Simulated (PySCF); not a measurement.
# First hyperpolarisability: 4-bromobenzaldehyde, C7H5BrO

Cartesian coordinates in Å; atom numbers follow the order of the lines, from 1:
```xyz
14

O     3.5302    1.2267    0.6062
C     2.8890    0.3547    0.0768
C     1.4113    0.2979    0.0582
C     0.6660    1.3043    0.6851
C    -0.7207    1.2604    0.6738
C    -1.3625    0.1984    0.0285
Br   -3.2433    0.1323    0.0094
C    -0.6367   -0.8131   -0.6013
C     0.7531   -0.7559   -0.5819
H     3.3930   -0.4954   -0.4517
H     1.2034    2.1176    1.1787
H    -1.3111    2.0394    1.1590
H    -1.1586   -1.6321   -1.0985
H     1.3364   -1.5417   -1.0713
```

Theory: quadratic response CAM-B3LYP/aug-cc-pVDZ first hyperpolarisability, Taylor convention, gas phase (PySCF). Geometry: PBE0-D3(BJ)/def2-SVP.

The calculation is non-relativistic, which matters for the atoms heavier than Zn.

Question: What is the first hyperpolarisability, and how does it disperse?

Answer: In 10⁻³⁰ esu, Taylor convention; the vector part is βᵢ = ⅓ Σⱼ (βᵢⱼⱼ + βⱼᵢⱼ + βⱼⱼᵢ); β∥ is 3/5 of the vector part along the dipole, the dipole points from − to +:
| process | λ (nm) | β vector norm | β∥ | β HRS | depolarisation ratio |
| --- | --- | --- | --- | --- | --- |
| static β(0;0,0) | ∞ | 5.60 | 1.54 | 2.45 | 4.23 |
| second harmonic β(−2ω;ω,ω) | 1907 | 6.27 | 1.77 | 2.73 | 4.30 |
| Pockels β(−ω;ω,0) | 1907 | 5.81 | 1.61 | – | – |
| second harmonic β(−2ω;ω,ω) | 1064 | 8.22 | 2.44 | 3.55 | 4.46 |
| Pockels β(−ω;ω,0) | 1064 | 6.33 | 1.79 | – | – |

Question: Which lowest excitations, dipole and polarisabilities go with it?

Answer: S1 3.85 eV (f = 0.000); S2 4.96 eV (f = 0.032); S3 5.03 eV (f = 0.378); dipole 2.23 D; isotropic α 109.8 au static, 110.3 au at 1907 nm, 111.5 au at 1064 nm, 112.0 au at 953.5 nm, 117.6 au at 532 nm.
